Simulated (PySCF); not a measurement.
# Excitation energy of Sc²⁺ by level of theory

Sc²⁺ [Ar] 3d1 (2D) → Sc²⁺ [Ar] 4s1 (2S), as a difference of total energies. Computed with PySCF 2.14 in x2c-TZVPPall (6s5p4d2f1g, 64 functions), with scalar relativity by spin-free X2C-1e. Correlated levels: valence and next inner shell: [Ne] frozen. The calculations carry no spin-orbit coupling.

```csv
method,excitation energy (cm⁻¹)
UHF,24103
MP2 (valence and next inner shell),21069
SCS-MP2 (valence and next inner shell),21704
CCSD (valence and next inner shell),21362
CCSD(T) (valence and next inner shell),21280
```

A first-order spin-orbit estimate (lowest level to lowest level, LS coupling) adds 0.015 eV.

The basis was made for the ground configuration and has no added diffuse functions, so the excitation energy can come out too high.
